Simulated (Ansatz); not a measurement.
A nudged elastic band was laid between two geometries of C2H3BBrCl (8 atoms, charge 0, multiplicity 1).

The calculation used RHF/def2-SVP in Ansatz.

```json
{"movable images": "7", "climbing image": "yes", "spring": "5.0 eV/Å²", "optimiser": "quadratic models (default)", "start path": "through a guess of the saddle point", "force threshold": "0.05 eV/Å", "iteration limit": "60", "end points": "relaxed"}
```

Image 0:

```xyz
8
Properties=species:S:1:pos:R:3
C -1.150 -0.644 0.215
C -0.096 -0.255 -0.499
B 1.032 0.651 0.064
Cl 1.016 1.254 1.721
Br 2.511 1.146 -1.071
H -1.282 -0.344 1.248
H -1.922 -1.278 -0.206
H -0.017 -0.587 -1.529
```

Image 8:

```xyz
8
Properties=species:S:1:pos:R:3
C -1.149 -0.644 0.216
C -0.095 -0.255 -0.499
B 1.032 0.651 0.064
Cl 1.015 1.254 1.721
Br 2.511 1.146 -1.070
H -1.921 -1.277 -0.206
H -1.282 -0.345 1.248
H -0.018 -0.587 -1.529
```

Task: Which bonds break or form, and what moves?

Result: No bond is made or broken. The dihedral H6–C1–C2–B3 goes from 0 to 180°. The two ends are copies of one structure, up to a mirror image or an exchange of like atoms.

Task: What energy profile does the band end with?

Result: The run ended unconverged. The highest image is number 5 of 0 to 8, 3.35 eV above the ends, which have the same energy within 2 meV. The band didn't meet its force threshold, so its energies are provisional: the largest band force was still 0.44 eV/Å, and over the last iterations the top stayed at 3.35 eV.

| image | path coordinate (Å) | energy (eV) | dihedral H6–C1–C2–B3 (°) |
| --- | --- | --- | --- |
| 0 | 0.00 | 0.00 | 0 |
| 1 | 0.83 | 0.49 | 27 |
| 2 | 1.67 | 2.38 | 61 |
| 3 | 2.50 | 3.10 | 102 |
| 4 | 3.35 | 2.78 | 131 |
| 5 | 4.20 | 3.35 | 114 |
| 6 | 4.91 | 1.67 | 123 |
| 7 | 5.62 | 0.37 | 153 |
| 8 | 6.33 | 0.00 | 180 |

The band took 60 iterations and of the order of 18 core-minutes.

Time of the run: 9.8 min on 2 threads of Intel(R) Xeon(R) Platinum 8375C CPU @ 2.90GHz (Ice Lake) (shared host), peak memory 0.29 GiB.
